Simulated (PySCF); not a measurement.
Isomers of C6H10ClNSi.

All values: PBE0/pcSseg-1 (PySCF) at GFN2-xTB geometries, gas phase, one conformer each.

(1) Rank by HOMO–LUMO gap, highest first.
A. `[CH2:1]=[N:2][C@:3]1([CH3:4])[CH:5]=[C:6]([Cl:7])[CH2:8][SiH2:9]1` with C1–N2–C3–C4 142°, N2–C3–C5–C6 -108°, C5–C6–C8–Si9 -5°, C6–C8–Si9–C3 8°, N2–C3–Si9–C8 113°
B. `[CH2:1]=[CH:2][CH2:3][CH2:4][Si@H:5]([Cl:6])[CH2:7][C:8]#[N:9]` with C1–C2–C3–C4 117°, C2–C3–C4–Si5 -177°, C3–C4–Si5–Cl6 58°, C4–Si5–C7–C8 -55°
C. `[CH2:1]=[CH:2]/[CH:3]=[N:4]\[Si@H:5]([Cl:6])[CH2:7][CH:8]=[CH2:9]` with C1–C2–C3–N4 -179°, C3–N4–Si5–Cl6 -138°, N4–Si5–C7–C8 -70°, Si5–C7–C8–C9 -110°
D. `[CH3:1][SiH2:2][CH2:3]/[C:4]([Cl:5])=[CH:6]/[CH2:7][C:8]#[N:9]` with C1–Si2–C3–C4 -176°, Si2–C3–C4–Cl5 -71°, C4–C6–C7–C8 -106°
E. `[N:1]#[C:2][CH2:3][Si@H:4]([Cl:5])[CH2:6][CH:7]1[CH2:8][CH2:9]1` with C2–C3–Si4–Cl5 167°, C3–Si4–C6–C7 42°, Si4–C6–C7–C8 79°
F. `[CH2:1]=[CH:2][SiH2:3][C@:4]([CH3:5])([Cl:6])[CH2:7][C:8]#[N:9]` with C1–C2–Si3–C4 101°, C2–Si3–C4–C5 -178°, Si3–C4–C7–C8 -63°

(2) Rank by the highest Hirshfeld charge on any atom, lowest value first.
A. `[CH2:1]=[CH:2][SiH2:3][C@:4]([CH3:5])([Cl:6])[CH2:7][C:8]#[N:9]` with C1–C2–Si3–C4 101°, C2–Si3–C4–C5 -178°, Si3–C4–C7–C8 -63°
B. `[CH2:1]=[CH:2][CH2:3][CH2:4][Si@H:5]([Cl:6])[CH2:7][C:8]#[N:9]` with C1–C2–C3–C4 117°, C2–C3–C4–Si5 -177°, C3–C4–Si5–Cl6 58°, C4–Si5–C7–C8 -55°
C. `[CH2:1]=[N:2][C@:3]1([CH3:4])[CH:5]=[C:6]([Cl:7])[CH2:8][SiH2:9]1` with C1–N2–C3–C4 142°, N2–C3–C5–C6 -108°, C5–C6–C8–Si9 -5°, C6–C8–Si9–C3 8°, N2–C3–Si9–C8 113°
D. `[CH3:1][SiH2:2][CH2:3]/[C:4]([Cl:5])=[CH:6]/[CH2:7][C:8]#[N:9]` with C1–Si2–C3–C4 -176°, Si2–C3–C4–Cl5 -71°, C4–C6–C7–C8 -106°
E. `[CH2:1]=[CH:2]/[CH:3]=[N:4]\[Si@H:5]([Cl:6])[CH2:7][CH:8]=[CH2:9]` with C1–C2–C3–N4 -179°, C3–N4–Si5–Cl6 -138°, N4–Si5–C7–C8 -70°, Si5–C7–C8–C9 -110°

(3) Rank by the highest IAO charge on any atom, highest value first.
A. `[CH2:1]=[CH:2][SiH2:3][C@:4]([CH3:5])([Cl:6])[CH2:7][C:8]#[N:9]` with C1–C2–Si3–C4 101°, C2–Si3–C4–C5 -178°, Si3–C4–C7–C8 -63°
B. `[CH2:1]=[CH:2][CH2:3][CH2:4][Si@H:5]([Cl:6])[CH2:7][C:8]#[N:9]` with C1–C2–C3–C4 117°, C2–C3–C4–Si5 -177°, C3–C4–Si5–Cl6 58°, C4–Si5–C7–C8 -55°
C. `[CH2:1]=[N:2][C@:3]1([CH3:4])[CH:5]=[C:6]([Cl:7])[CH2:8][SiH2:9]1` with C1–N2–C3–C4 142°, N2–C3–C5–C6 -108°, C5–C6–C8–Si9 -5°, C6–C8–Si9–C3 8°, N2–C3–Si9–C8 113°
D. `[CH2:1]=[CH:2]/[CH:3]=[N:4]\[Si@H:5]([Cl:6])[CH2:7][CH:8]=[CH2:9]` with C1–C2–C3–N4 -179°, C3–N4–Si5–Cl6 -138°, N4–Si5–C7–C8 -70°, Si5–C7–C8–C9 -110°

Answers

(1) E (8.17 eV), B (7.77 eV), F (7.30 eV), D (6.95 eV), A (6.75 eV), C (5.22 eV).

(2) A (+0.322 e), D (+0.345 e), C (+0.358 e), E (+0.377 e), B (+0.393 e).

(3) D (+1.041 e), B (+0.958 e), C (+0.767 e), A (+0.745 e).

All values together:

```tsv
SMILES	μ (D)	HOMO (eV)	LUMO (eV)	lowest IAO charge (e)	highest IAO charge (e)	lowest Hirshfeld charge (e)	highest Hirshfeld charge (e)
C[SiH2]C/C(Cl)=C/CC#N	4.75	-7.42	-0.47	-0.718 (C)	+0.779 (Si)	-0.233 (N)	+0.345 (Si)
C=C/C=N\[Si@H](Cl)CC=C	3.70	-7.19	-1.97	-0.555 (N/C)	+1.041 (Si)	-0.241 (N)	+0.377 (Si)
C=C[SiH2][C@](C)(Cl)CC#N	1.80	-8.11	-0.81	-0.426 (C)	+0.745 (Si)	-0.219 (N)	+0.322 (Si)
C=CCC[Si@H](Cl)CC#N	2.41	-7.70	0.07	-0.590 (C)	+0.958 (Si)	-0.236 (N)	+0.393 (Si)
N#CC[Si@H](Cl)CC1CC1	2.35	-7.98	0.18	-0.591 (C)	+0.959 (Si)	-0.235 (N)	+0.392 (Si)
C=N[C@]1(C)C=C(Cl)C[SiH2]1	0.85	-7.09	-0.34	-0.552 (C)	+0.767 (Si)	-0.168 (C)	+0.358 (Si)
```

Conformers: `[CH3:1][SiH2:2][CH2:3]/[C:4]([Cl:5])=[CH:6]/[CH2:7][C:8]#[N:9]` with C1–Si2–C3–C4 -176°, Si2–C3–C4–Cl5 -71°, C4–C6–C7–C8 -106°; `[CH2:1]=[CH:2]/[CH:3]=[N:4]\[Si@H:5]([Cl:6])[CH2:7][CH:8]=[CH2:9]` with C1–C2–C3–N4 -179°, C3–N4–Si5–Cl6 -138°, N4–Si5–C7–C8 -70°, Si5–C7–C8–C9 -110°; `[CH2:1]=[CH:2][SiH2:3][C@:4]([CH3:5])([Cl:6])[CH2:7][C:8]#[N:9]` with C1–C2–Si3–C4 101°, C2–Si3–C4–C5 -178°, Si3–C4–C7–C8 -63°; `[CH2:1]=[CH:2][CH2:3][CH2:4][Si@H:5]([Cl:6])[CH2:7][C:8]#[N:9]` with C1–C2–C3–C4 117°, C2–C3–C4–Si5 -177°, C3–C4–Si5–Cl6 58°, C4–Si5–C7–C8 -55°; `[N:1]#[C:2][CH2:3][Si@H:4]([Cl:5])[CH2:6][CH:7]1[CH2:8][CH2:9]1` with C2–C3–Si4–Cl5 167°, C3–Si4–C6–C7 42°, Si4–C6–C7–C8 79°; `[CH2:1]=[N:2][C@:3]1([CH3:4])[CH:5]=[C:6]([Cl:7])[CH2:8][SiH2:9]1` with C1–N2–C3–C4 142°, N2–C3–C5–C6 -108°, C5–C6–C8–Si9 -5°, C6–C8–Si9–C3 8°, N2–C3–Si9–C8 113°.
